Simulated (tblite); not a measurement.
Chlorofluoroiodomethane, CHClFI.
InChI=1S/CHClFI/c2-1(3)4/h1H/t1-/m0/s1

Computed values, GFN2-xTB/tblite, gas phase, harmonic and unscaled. The method is semi-empirical: single wavenumbers can be off by several per cent or more.

Harmonic wavenumbers (cm⁻¹): 177.7, 263.4, 381.8, 571.8, 679.5, 1059.6, 1125.5, 1221.1, 2937.0.

A = 6309, B = 1451, C = 1210 MHz; mass 193.880 u (most abundant isotopes); point group C1, symmetry number 1.

Question: What is the zero-point energy?

Answer: ½Σν̃ = 4209 cm⁻¹ = 12.03 kcal/mol.

Question: What is S at 273.15 K and 1 bar for an ideal gas of classical rigid rotors and harmonic oscillators?

Answer: Translation 41.28, rotation 27.50, vibration 5.36: S = 74.1 cal/(mol K).

Question: And Cp and H(273.15 K) − H(0)?

Answer: Cp = 15.22 cal/(mol K), of which vibrations give 7.27 (their classical limit is 9 R = 17.9); H(273.15 K) − H(0) = 3.08 kcal/mol without the zero-point energy, 0.91 from vibrations.

Question: What must be added to the electronic energy to get the Gibbs energy at 273.15 K and 1 bar?

Answer: ZPE + [H(273.15 K) − H(0)] − T·S = 12.03 + 3.08 − 20.25 = -5.14 kcal/mol.

Question: How do the functions run with temperature in this model?

Answer: 
| T (K) | S (cal/(mol K)) | Cp (cal/(mol K)) | H − H(0) (kcal/mol) | G − H(0) (kcal/mol) | ln q(vib) |
| --- | --- | --- | --- | --- | --- |
| 150 | 66.1 | 11.8 | 1.41 | -8.50 | 0.32 |
| 250 | 72.8 | 14.6 | 2.74 | -15.47 | 0.87 |
| 298.15 | 75.5 | 15.8 | 3.47 | -19.04 | 1.17 |
| 400 | 80.4 | 17.8 | 5.19 | -26.99 | 1.81 |
| 600 | 88.2 | 20.4 | 9.04 | -43.89 | 3.05 |
| 900 | 96.9 | 22.4 | 15.50 | -71.72 | 4.72 |

q(vib) and H(0) count from the zero-point level.

Question: Which modes carry the vibrational entropy at 273.15 K?

Answer: 177.7 cm⁻¹: 2.19; 263.4 cm⁻¹: 1.49; 381.8 cm⁻¹: 0.90; 571.8 cm⁻¹: 0.41; 679.5 cm⁻¹: 0.26; 1059.6 cm⁻¹: 0.05 cal/(mol K); the other 3 give 0.06 together.

Hindered rotation and anharmonicity are outside this model. The structure is chiral; the term R ln 2 for an equal mix with its mirror image is left out.
